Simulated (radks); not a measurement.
Values are calculated unless marked as measured or tabulated.
Ir, configuration [Xe] 4f14 5d8 6s1 (not the ground configuration). Code: a radial shooting solver on a logarithmic mesh with Libxc functionals. Model: non-relativistic Kohn-Sham, PBE, spin-polarised, spherical densities, point nucleus; open shells are filled with parallel spins first (spin-orbit coupling, left out, can overturn this in heavy ions); relativity is left out, which matters for an element this heavy.

Radial electron density D(r) = 4 pi r^2 rho(r):

r (bohr),D(r) (e/bohr),spin D(r)
0.002642,19.12,0.000622
0.0031,24.54,0.000793
0.003609,30.75,0.000986
0.004236,38.47,0.00122
0.004931,46.87,0.00146
0.00574,56.14,0.00171
0.006736,66.44,0.00196
0.007842,76.18,0.00213
0.009203,85.54,0.00221
0.01071,92.71,0.00214
0.01257,97.54,0.00184
0.01464,99.05,0.00134
0.01718,97.56,0.000654
0.02,94.30,0.0000211
0.02347,91.10,-0.000241
0.02732,90.86,0.000466
0.03206,95.86,0.00306
0.03732,106.1,0.00822
0.04345,119.5,0.0170
0.05099,132.3,0.0308
0.05936,137.9,0.0489
0.06965,134.1,0.0726
0.08109,124.0,0.0976
0.09516,114.3,0.121
0.1108,113.2,0.131
0.13,120.9,0.117
0.1513,127.8,0.0760
0.1776,122.7,0.0195
0.2068,103.9,-0.00810
0.2407,82.17,0.0306
0.2825,71.37,0.145
0.3288,75.72,0.259
0.3859,83.39,0.282
0.4492,80.12,0.177
0.5272,63.28,0.0260
0.6137,43.37,0.00342
0.7202,28.09,0.214
0.8384,21.20,0.597
0.9839,18.37,1.03
1.145,16.00,1.31
1.344,12.48,1.39
1.565,8.815,1.30
1.822,5.755,1.14
2.138,3.525,0.954
2.489,2.191,0.777
2.921,1.317,0.595
3.4,0.7871,0.429
3.99,0.4284,0.272
4.645,0.2196,0.157
5.451,0.09649,0.0758
6.346,0.03845,0.0324
7.447,0.01210,0.0108
8.669,0.003222,0.00297
10.17,0.0006043,0.000571

D(r) has 4 maxima, at r = 0.0146, 0.0603, 0.156, 0.402 bohr, and minima at 0.0256, 0.105, 0.287 bohr, inside which lie 1.94, 11.48, 30.32 electrons.
